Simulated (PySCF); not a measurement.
Fe²⁺: excitation energy

Fe²⁺ [Ar] 3d6 (5D) → Fe²⁺ [Ar] 3d5 4p1 (7P), as a difference of total energies. Calculation: PySCF 2.14, in def2-QZVPPD (11s6p5d4f2g, 100 functions); the non-relativistic Hamiltonian (point nucleus). Correlated levels: valence: [Ar] frozen. The calculations carry no spin-orbit coupling.

```csv
method,excitation energy (cm⁻¹)
UHF,70769
MP2 (valence),81424
SCS-MP2 (valence),84698
CCSD (valence),80779
CCSD(T) (valence),81080
```

A first-order spin-orbit estimate (lowest level to lowest level, LS coupling) adds 0.012 eV.
